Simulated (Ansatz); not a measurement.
Stretching the H–H spacing in H4 chain (multiplicity 1 held). Energies count from the point at 0.900 Å.
Geometry at that point (charge 0, multiplicity 1):
| atom | x (Å) | y (Å) | z (Å) |
|---|---|---|---|
| H | 0.0000 | 0.0000 | 0.0000 |
| H | 0.0000 | 0.0000 | 0.9000 |
| H | 0.0000 | 0.0000 | 1.8000 |
| H | 0.0000 | 0.0000 | 2.7000 |

Restricted levels (R-, RO-) in cc, def2 and unpolarised 6-31G sets keep to the state of the molecule at rest. U- levels take the lowest unrestricted solution at each point, which mixes spins at long bonds. Full CI gives the lowest state of the spin. Levels need not reach the same state.

The values were computed with Ansatz (a first-principles code). Values without a source in brackets are computed.

Energies in eV.

```csv
R (Å),R-SCS-MP2/cc-pVDZ,U-CCSD/cc-pVDZ,R-CCSD(T)/cc-pVDZ,FCI/cc-pVDZ
0.700,1.78,1.85,1.85,1.85
0.800,(withheld),0.37,0.37,0.37
0.900,0.00,0.00,0.00,0.00
1.100,0.91,0.80,0.79,0.79
1.300,2.58,2.38,2.26,2.27
1.500,(withheld),3.93,3.72,3.74
1.800,6.62,5.59,5.35,5.43
2.100,8.30,6.48,6.16,6.41
2.500,(withheld),6.98,6.41,6.97
3.000,9.88,7.15,6.48,7.17
3.600,8.81,7.19,6.70,7.21
```

Task: What belongs in the gaps?

Result: 
- 2.500, R-SCS-MP2/cc-pVDZ: 9.59
- 0.800, R-SCS-MP2/cc-pVDZ: 0.33
- 1.500, R-SCS-MP2/cc-pVDZ: 4.33

Doubts at one or more of the structures used: a restricted determinant that unrestricted orbitals would lower (R-SCS-MP2/cc-pVDZ, R-CCSD(T)/cc-pVDZ); T1 above 0.05 (U-CCSD/cc-pVDZ, R-CCSD(T)/cc-pVDZ); a spin-contaminated determinant (U-CCSD/cc-pVDZ); the program's own flag: large difference (U-CCSD/cc-pVDZ); other coupled-cluster roots lie near (R-CCSD(T)/cc-pVDZ).
